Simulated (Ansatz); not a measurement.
Reaction (atomization): `[SiH3][CH2][AlH][TeH]` → Al• + C• + 7 H• + Si• + Te•

Isolated molecules relaxed with PBE0-D4/def2-TZVP in Ansatz; ΔE leaves out vibrations. CCSD(T)/CBS is the MP2 limit (def2-TZVPP, def2-QZVPP) plus CCSD(T) − MP2 in def2-TZVPP, frozen cores. This one scheme is used for every species, atoms too. Functionals use def2-TZVPP. B3LYP here is the variant with VWN-RPA as its local correlation; programs differ in this. No spin–orbit coupling; open shells (•) take unrestricted orbitals. Spin–orbit coupling would lower the free atoms: a little for Al, C, Si; strongly for Te. def2 core potentials past Kr. For Te outer-core shells are correlated without core-valence functions, so the limit isn't a true one: a few kJ/mol of doubt a bond, and 10 to 20 or more in all where bonds break to atoms. Each species was taken in one conformer, which may not be the lowest.

CCSD(T)/CBS gives +797.2 kcal/mol.

Another level gave +595.3 kcal/mol. Which?
A. B3LYP-D4/def2-TZVPP
B. PBE0/def2-TZVPP
C. PBE-D4/def2-TZVPP
D. HF/def2-TZVPP

D. HF/def2-TZVPP 595.3, B3LYP-D4 790.3, PBE0 780.5, PBE-D4 789.3 kcal/mol.

Largest T1 diagnostic among the species: 0.018.

From PBE to PBE0 (25 % exact exchange), in def2-TZVPP and without D4, ΔE moves by −2.3 kcal/mol: exact exchange takes away binding that semilocal exchange gives to molecules. The D4 term adds +10.5 kcal/mol with B3LYP and +5.6 kcal/mol with PBE0; it sums over pairs of atoms, weighted by their polarisabilities, and B3LYP, whose exchange is more repulsive, gets the larger term.

For atomizations the MP2-based limit and the directly extrapolated one differ by several kJ/mol either way, and by 10 to 25 for some Ge, Se and Sn compounds, so smaller differences from it don't rank the levels.
